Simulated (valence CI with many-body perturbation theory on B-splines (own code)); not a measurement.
# Level structure of Cd XLIII

Calculated by configuration interaction combined with many-body perturbation theory (CI+MBPT): four valence electrons over a frozen Dirac-Fock core [He], a basis of 11 s, 11 p, 10 d, 8 f, 5 g, 2 h functions for each j, with the one-electron correlation potential Σ1 (screened to all orders), the two-electron term Σ2, the three-electron term Σ3, Breit, model QED; selected single and double excitations, second order for the rest, scaled by the run's own slope (own B-spline code, finite nucleus).

No measured spectrum was set against this ion. As an estimate, large intervals hold to a few tenths of a per cent, small ones and those within an open d or f shell to about a per cent. Among the levels kept, up to 760 cm⁻¹ of a level comes from second order outside the variational space, and about a tenth of that is noise between levels of different J, which matters for small intervals.

Levels 46 to 90 of 203, with energies above the lowest level, (2s^2 2p1/2^2) J=0. "Leading %" is the weight of the configuration and term that name the level; weights of strongly mixed levels are sums over their largest components and can fall short, so below about 35 % the name and the second component can differ from the true leading terms, or belong to a minority configuration. In the jj column 3d3/2^4 stands for four electrons in 3d with j = 3/2.

| No. | Configuration | Term | J | E (eV) | Leading % | g | Second component | Leading jj |
| --- | --- | --- | --- | --- | --- | --- | --- | --- |
| 46 | 2s 2p2 3d | 3D | 3 | 4184.4 | 30 | 1.376 | 22 % 2s 2p2 3d 5D | 2s 2p1/2^2 3d5/2 (90 %) |
| 47 | 2s 2p2 3s | 3P | 1 | 4192.2 | 64 | 1.570 | 14 % 2s 2p2 3s 5P | 2s 2p1/2 2p3/2 3s (85 %) |
| 48 | 2s2 2p 3p | 3P | 2 | 4197.8 | 25 | 1.146 | 17 % 2s 2p2 3d 3F | 2s 2p1/2^2 3d5/2 (43 %) |
| 49 | 2s2 2p 3p | 3P | 2 | 4200.1 | 22 | 1.141 | 18 % 2s2 2p 3p 1D | 2s 2p1/2^2 3d5/2 (44 %) |
| 50 | 2s 2p2 3s | 5P | 3 | 4205.6 | 41 | 1.457 | 39 % 2s 2p2 3s 3D | 2s 2p1/2 2p3/2 3s (77 %) |
| 51 | 2s2 2p 3p | 1S | 0 | 4216.1 | 66 |  | 26 % 2s2 2p 3p 3P | 2s^2 2p3/2 3p3/2 (91 %) |
| 52 | 2s 2p2 3s | 3P | 2 | 4219.5 | 37 | 1.273 | 23 % 2s 2p2 3s 1D | 2s 2p1/2 2p3/2 3s (82 %) |
| 53 | 2s 2p2 3p | 5P° | 1 | 4223.0 | 40 | 1.903 | 31 % 2s 2p2 3p 5D° | 2s 2p1/2 2p3/2 3p1/2 (98 %) |
| 54 | 2s 2p2 3p | 5D° | 2 | 4230.3 | 44 | 1.363 | 23 % 2s 2p2 3p 3D° | 2s 2p1/2 2p3/2 3p1/2 (91 %) |
| 55 | 2s2 2p 3d | 3D° | 2 | 4240.0 | 36 | 1.021 | 34 % 2s2 2p 3d 1D° | 2s^2 2p3/2 3d3/2 (83 %) |
| 56 | 2s2 2p 3d | 3F° | 3 | 4242.7 | 39 | 1.152 | 23 % 2s2 2p 3d 3D° | 2s^2 2p3/2 3d3/2 (71 %) |
| 57 | 2s2 2p 3d | 3P° | 1 | 4247.7 | 61 | 1.134 | 33 % 2s2 2p 3d 3D° | 2s^2 2p3/2 3d3/2 (96 %) |
| 58 | 2s2 2p 3d | 3P° | 0 | 4248.7 | 97 |  |  | 2s^2 2p3/2 3d3/2 (97 %) |
| 59 | 2s 2p2 3s | 3D | 1 | 4249.4 | 68 | 0.707 | 19 % 2s 2p2 3s 1P | 2s 2p1/2 2p3/2 3s (97 %) |
| 60 | 2s2 2p 3d | 3F° | 4 | 4250.0 | 97 | 1.242 |  | 2s^2 2p3/2 3d5/2 (97 %) |
| 61 | 2s 2p2 3s | 3P | 1 | 4254.4 | 57 | 1.565 | 21 % 2s 2p2 3s 1P | 2s 2p1/2 2p3/2 3s (93 %) |
| 62 | 2s 2p2 3s | 1D | 2 | 4254.5 | 35 | 1.198 | 32 % 2s 2p2 3s 3D | 2s 2p1/2 2p3/2 3s (96 %) |
| 63 | 2s 2p2 3s | 3P | 0 | 4254.8 | 89 |  |  | 2s 2p1/2 2p3/2 3s (89 %) |
| 64 | 2s 2p2 3p | 3D° | 3 | 4255.1 | 28 | 1.262 | 18 % 2s 2p2 3p 3F° | 2s 2p1/2 2p3/2 3p1/2 (77 %) |
| 65 | 2s2 2p 3d | 3P° | 2 | 4258.7 | 50 | 1.282 | 27 % 2s2 2p 3d 1D° | 2s^2 2p3/2 3d5/2 (90 %) |
| 66 | 2s2 2p 3d | 1F° | 3 | 4270.7 | 52 | 1.149 | 43 % 2s2 2p 3d 3D° | 2s^2 2p3/2 3d5/2 (83 %) |
| 67 | 2s 2p2 3p | 3P° | 2 | 4272.0 | 37 | 1.550 | 24 % 2s 2p2 3p 5S° | 2s 2p1/2 2p3/2 3p1/2 (96 %) |
| 68 | 2s2 2p 3d | 1P° | 1 | 4276.1 | 65 | 1.042 | 20 % 2s2 2p 3d 3P° | 2s^2 2p3/2 3d5/2 (96 %) |
| 69 | 2s 2p2 3p | 5D° | 3 | 4284.9 | 50 | 1.512 | 34 % 2s 2p2 3p 5P° | 2s 2p1/2 2p3/2 3p3/2 (98 %) |
| 70 | 2s 2p2 3p | 5P° | 1 | 4290.3 | 33 | 1.587 | 23 % 2s 2p2 3p 3D° | 2s 2p1/2 2p3/2 3p3/2 (94 %) |
| 71 | 2s 2p2 3p | 3P° | 0 | 4296.4 | 38 |  | 31 % 2s 2p2 3p 1S° | 2s 2p1/2 2p3/2 3p1/2 (80 %) |
| 72 | 2s 2p2 3p | 3F° | 2 | 4296.6 | 50 | 0.924 | 20 % 2s 2p2 3p 1D° | 2s 2p1/2 2p3/2 3p1/2 (93 %) |
| 73 | 2s 2p2 3p | 3D° | 1 | 4297.5 | 60 | 0.889 | 10 % 2s 2p2 3p 3S° | 2s 2p1/2 2p3/2 3p1/2 (90 %) |
| 74 | 2s 2p2 3p | 3D° | 2 | 4299.8 | 50 | 1.410 | 17 % 2s 2p2 3p 5P° | 2s 2p1/2 2p3/2 3p3/2 (92 %) |
| 75 | 2s 2p2 3p | 3P° | 0 | 4310.0 | 95 |  | 4 % 2s 2p2 3p 5D° | 2s 2p1/2 2p3/2 3p3/2 (85 %) |
| 76 | 2s 2p2 3p | 3F° | 4 | 4312.3 | 50 | 1.361 | 49 % 2s 2p2 3p 5D° | 2s 2p1/2 2p3/2 3p3/2 (96 %) |
| 77 | 2s 2p2 3p | 3P° | 2 | 4318.8 | 53 | 1.402 | 18 % 2s 2p2 3p 1D° | 2s 2p1/2 2p3/2 3p3/2 (96 %) |
| 78 | 2s 2p2 3p | 3D° | 1 | 4323.1 | 35 | 1.091 | 15 % 2s 2p2 3p 1P° | 2s 2p1/2 2p3/2 3p1/2 (95 %) |
| 79 | 2s 2p2 3p | 1P° | 1 | 4326.3 | 41 | 1.233 | 22 % 2s 2p2 3p 3P° | 2s 2p1/2 2p3/2 3p3/2 (92 %) |
| 80 | 2s 2p2 3p | 3D° | 3 | 4328.6 | 47 | 1.308 | 26 % 2s 2p2 3p 1F° | 2s 2p1/2 2p3/2 3p3/2 (96 %) |
| 81 | 2s 2p2 3d | 5F | 2 | 4334.9 | 45 | 1.195 | 16 % 2s 2p2 3d 3P | 2s 2p1/2 2p3/2 3d3/2 (98 %) |
| 82 | 2s 2p2 3d | 5D | 1 | 4335.5 | 55 | 1.228 | 20 % 2s 2p2 3d 5F | 2s 2p1/2 2p3/2 3d3/2 (98 %) |
| 83 | 2s 2p2 3d | 5D | 0 | 4335.7 | 86 |  | 13 % 2s 2p2 3d 3P | 2s 2p1/2 2p3/2 3d3/2 (99 %) |
| 84 | 2s 2p2 3d | 5F | 3 | 4340.1 | 60 | 1.251 | 12 % 2s 2p2 3d 5P | 2s 2p1/2 2p3/2 3d3/2 (84 %) |
| 85 | 2s 2p2 3d | 5F | 4 | 4347.1 | 55 | 1.371 | 34 % 2s 2p2 3d 5D | 2s 2p1/2 2p3/2 3d5/2 (95 %) |
| 86 | 2s 2p2 3p | 3D° | 2 | 4359.0 | 36 | 1.301 | 27 % 2s 2p2 3p 3P° | 2s 2p1/2 2p3/2 3p3/2 (91 %) |
| 87 | 2s 2p2 3p | 3F° | 3 | 4361.7 | 42 | 1.155 | 36 % 2s 2p2 3p 3D° | 2s 2p1/2 2p3/2 3p3/2 (98 %) |
| 88 | 2s 2p2 3d | 3F | 4 | 4362.5 | 38 | 1.247 | 21 % 2s 2p2 3d 5D | 2s 2p1/2 2p3/2 3d3/2 (78 %) |
| 89 | 2s 2p2 3d | 3F | 2 | 4362.8 | 28 | 1.269 | 22 % 2s 2p2 3d 5D | 2s 2p1/2 2p3/2 3d5/2 (96 %) |
| 90 | 2s 2p2 3d | 3F | 3 | 4363.9 | 41 | 1.309 | 35 % 2s 2p2 3d 5P | 2s 2p1/2 2p3/2 3d5/2 (51 %) |
